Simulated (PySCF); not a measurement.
Below is a simulated gas-phase Si 2p photoelectron spectrum of `[BH3-][NH2+]CO[Si](C)(C)C`.

Every computed line was given a Gaussian of 0.8 eV full width at half maximum and an area set by the number of equivalent atoms (split 2:1 within a doublet); the highest printed point is 100. Computed with delta-SCF UKS SCAN, pcX-2 on the ionised atom, pcseg-1 elsewhere, spin-free X2C (PySCF).

binding energy (eV), intensity and a bar:
```
    105.9          0 
    106.0          1 
    106.1          1 
    106.2          3 #
    106.3          6 ##
    106.4         12 ###
    106.5         20 ######
    106.6         32 ##########
    106.7         47 ##############
    106.8         64 ###################
    106.9         80 ########################
    107.0         92 ############################
    107.1         99 ##############################
    107.2        100 ##############################
    107.3         96 #############################
    107.4         89 ###########################
    107.5         80 ########################
    107.6         72 ######################
    107.7         63 ###################
    107.8         54 ################
    107.9         44 #############
    108.0         34 ##########
    108.1         25 #######
    108.2         17 #####
    108.3         10 ###
    108.4          6 ##
    108.5          3 #
    108.6          2 
    108.7          1 
    108.8          0 
    108.9          0
```

Question: Count the maxima, the lines and the sites behind this envelope.

Answer: The curve has 1 maximum (at 107.2 eV). Under it lie 2 lines from 1 inequivalent silicon site, drawn as a 2p3/2, 2p1/2 pair. At this width some lines have no maximum of their own.

Question: Decompose the envelope and assign each component. Numbering: `[BH3-:1][NH2+:2][CH2:3][O:4][Si:5]([CH3:6])([CH3:7])[CH3:8]`.

Answer: 
```tsv
position (eV)	relative area	line	atoms	environment
107.09	0.67	Si 2p3/2	Si5	oxygen-bound silicon
107.72	0.33	Si 2p1/2	Si5	oxygen-bound silicon
```

Question: What are the centre and the root-mean-square width of the whole band?

Answer: The area-weighted mean of the lines is 107.30 eV. Their own spread about it is 0.30 eV (rms) and each Gaussian has σ = 0.8/2.355 = 0.34 eV; the variances add, which gives 0.45 eV.

The curve has no shake-up lines and no vibrational structure. 2p3/2 and 2p1/2 are the ΔSCF energy of one spin-free 2p hole plus the eigenvalues of a spin–orbit and ligand-field matrix of the shell. 2p1/2 minus 2p3/2 (ligand field included): Si 0.63 eV. Isolated species at its PBE0-D3(BJ)/def2-SVP geometry (one conformer only).

Shape of the structure used: `[BH3-:1][NH2+:2][CH2:3][O:4][Si:5]([CH3:6])([CH3:7])[CH3:8]`: B1–N2–C3–O4 -179°, N2–C3–O4–Si5 107°, C3–O4–Si5–C6 64°.
